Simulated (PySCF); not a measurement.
## C₆ coefficients of unlike pairs at PBE0

Calculated with PySCF 2.14 from the dipole response of each species, C₆(A,B) = (3/π) ∫ α_A(iu) α_B(iu) du, in atomic units, from isotropic polarisabilities. For ions this is the dispersion term alone; charge-induced terms of lower order in 1/R come first.

```json
{"species": "Sn(3+)", "configuration": "[Kr] 4d10 5s1 (2S)", "basis": "x2c-TZVPPall with one added diffuse shell each of s, p, d, f type (9s7p5d3f)", "relativity": "spin-free X2C", "α (bohr³)": "9.367", "C₆ (like pair)": "37.28"}
{"species": "Bi(2+)", "configuration": "[Xe] 4f14 5d10 6s2 6p1 (2P)", "basis": "aug-cc-pV5Z-PP with ECP60MDF (8s8p6d4f3g2h)", "relativity": "core potential", "α (bohr³)": "16.13", "C₆ (like pair)": "118.5"}
{"species": "Ni+", "configuration": "[Ar] 3d9 (2D)", "basis": "aug-cc-pwCVTZ-DK (10s9p7d4f3g)", "relativity": "spin-free X2C", "α (bohr³)": "7.510", "C₆ (like pair)": "24.38"}
{"species": "Zr(3+)", "configuration": "[Kr] 4d1 (2D)", "basis": "dyall-av2z (22s15p11d2f)", "relativity": "none", "α (bohr³)": "5.331", "C₆ (like pair)": "22.06"}
```

Task: Estimate C₆ for Bi(2+) with Sn(3+).

Result: The integral gives 66.22. The combination rule 2 C_A C_B / (C_A α_B/α_A + C_B α_A/α_B) gives 66.43 and the geometric mean 66.47.

No spin-orbit coupling is included.

The other pairs:

| pair | C₆ |
| --- | --- |
| Ni+, Bi(2+) | 53.47 |
| Zr(3+), Sn(3+) | 28.05 |
| Zr(3+), Ni+ | 22.82 |
| Zr(3+), Bi(2+) | 49.93 |
| Ni+, Sn(3+) | 30.12 |
